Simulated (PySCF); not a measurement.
Molecule: `CCC1CCCC1`, C$_{7}$H$_{14}$.

Molfile (atoms numbered from 1):
```
C7H14
     RDKit          3D

 21 21  0  0  0  0  0  0  0  0999 V2000
    2.7215   -0.4998    0.2066 C   0  0  0  0  0  0  0  0  0  0  0  0
    1.6305    0.5189   -0.0846 C   0  0  0  0  0  0  0  0  0  0  0  0
    0.2648    0.1413    0.4760 C   0  0  0  0  0  0  0  0  0  0  0  0
   -0.7983    1.2363    0.3180 C   0  0  0  0  0  0  0  0  0  0  0  0
   -2.1191    0.4806    0.3932 C   0  0  0  0  0  0  0  0  0  0  0  0
   -1.8438   -0.7625   -0.4530 C   0  0  0  0  0  0  0  0  0  0  0  0
   -0.3718   -1.1186   -0.1672 C   0  0  0  0  0  0  0  0  0  0  0  0
    2.4711   -1.4898   -0.2061 H   0  0  0  0  0  0  0  0  0  0  0  0
    2.8694   -0.6250    1.2914 H   0  0  0  0  0  0  0  0  0  0  0  0
    3.6863   -0.1960   -0.2274 H   0  0  0  0  0  0  0  0  0  0  0  0
    1.9261    1.5008    0.3244 H   0  0  0  0  0  0  0  0  0  0  0  0
    1.5355    0.6642   -1.1762 H   0  0  0  0  0  0  0  0  0  0  0  0
    0.3867   -0.0497    1.5579 H   0  0  0  0  0  0  0  0  0  0  0  0
   -0.6972    1.7108   -0.6749 H   0  0  0  0  0  0  0  0  0  0  0  0
   -0.6992    2.0352    1.0692 H   0  0  0  0  0  0  0  0  0  0  0  0
   -2.9842    1.0639    0.0423 H   0  0  0  0  0  0  0  0  0  0  0  0
   -2.3233    0.1929    1.4392 H   0  0  0  0  0  0  0  0  0  0  0  0
   -1.9687   -0.5077   -1.5182 H   0  0  0  0  0  0  0  0  0  0  0  0
   -2.5362   -1.5919   -0.2445 H   0  0  0  0  0  0  0  0  0  0  0  0
    0.1557   -1.4018   -1.0925 H   0  0  0  0  0  0  0  0  0  0  0  0
   -0.2932   -1.9849    0.5070 H   0  0  0  0  0  0  0  0  0  0  0  0
  1  2  1  0
  2  3  1  0
  3  4  1  0
  4  5  1  0
  5  6  1  0
  6  7  1  0
  7  3  1  0
  1  8  1  0
  1  9  1  0
  1 10  1  0
  2 11  1  0
  2 12  1  0
  3 13  1  0
  4 14  1  0
  4 15  1  0
  5 16  1  0
  5 17  1  0
  6 18  1  0
  6 19  1  0
  7 20  1  0
  7 21  1  0
M  END
```

Geometry PBE0-D3(BJ)/def2-SVP throughout; GIAO in PySCF, gas phase, one conformer, non-relativistic; equivalent atoms averaged; basis pcSseg-1.

(1) How do the shifts δ (against TMS at the same level) depend on the functional? (a selection of nuclei; ppm; last column core-seconds on shared hosts with different chips, so compare them loosely)

(2) Which nucleus among those listed moves most, in ppm?

## Answers

(1) 
```csv
functional,kind,C4/C7,C2,C5/C6,C1,H15/H21,H17/H19,H11/H12,H8/H9/H10,H14/H20,core-s
HF,Hartree–Fock,30.4,29.4,25.7,15.2,1.47,1.30,1.00,0.99,0.79,9.6
PBE,GGA,36.3,34.9,30.8,16.3,1.76,1.55,1.28,0.98,1.03,31
BLYP,GGA,37.5,36.5,31.8,16.9,1.76,1.55,1.30,1.00,1.04,31
KT2,GGA,35.3,34.5,30.2,16.4,1.78,1.55,1.29,0.99,0.98,41
KT3,GGA,35.2,34.3,30.5,16.8,1.73,1.53,1.28,0.98,1.01,33
B97-D,GGA,36.1,34.8,30.9,16.9,1.75,1.55,1.29,1.01,1.05,41
B3LYP,global hybrid,35.9,34.6,30.3,16.4,1.69,1.48,1.22,0.99,0.98,56
PBE0,global hybrid,34.6,32.8,29.2,15.8,1.67,1.47,1.18,0.96,0.96,55
CAM-B3LYP,range-separated hybrid,34.8,33.1,29.1,15.5,1.65,1.46,1.17,0.98,0.96,28
```

(2) C2 (sp3 CH2): from 29.4 ppm with HF to 36.5 ppm with BLYP. The smallest spread is 0.05 ppm, at H8/H9/H10. Proton shifts span only some 12 ppm, so a few tenths of a ppm matter as much there as several ppm in carbon.
